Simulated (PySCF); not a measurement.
Excitations are Tamm–Dancoff values on a coarser integration grid. The basis has no diffuse functions, so Rydberg states are missing or too high.

Cartesian coordinates (Å):
```xyz
9

N      1.4387    -0.0345     0.0010
C      0.0836    -0.2786     0.4503
C     -0.9425     0.7874     0.3420
C     -1.1120    -0.2217    -0.4555
H      1.9225    -0.9043    -0.1925
H      1.4414     0.5194    -0.8482
H      0.0816    -0.9442     1.3117
H     -1.2519     1.7688     0.6617
H     -1.6690    -0.6672    -1.2628
```
Charge 0, spin multiplicity 1.

Problem. What is the computed S1 oscillator strength, dipole moment, S1 excitation (TDA), HOMO–LUMO gap and LUMO (PBE-D3(BJ)/def2-TZVP // B3LYP-D3(BJ)/def2-TZVP (PySCF))?

Solution. 
The S1 oscillator strength comes out as 0.011, the dipole moment is 1.37 D and the S1 excitation (TDA) comes out as 4.24 eV. The HOMO–LUMO gap is 4.03 eV and the LUMO comes out as -1.00 eV.
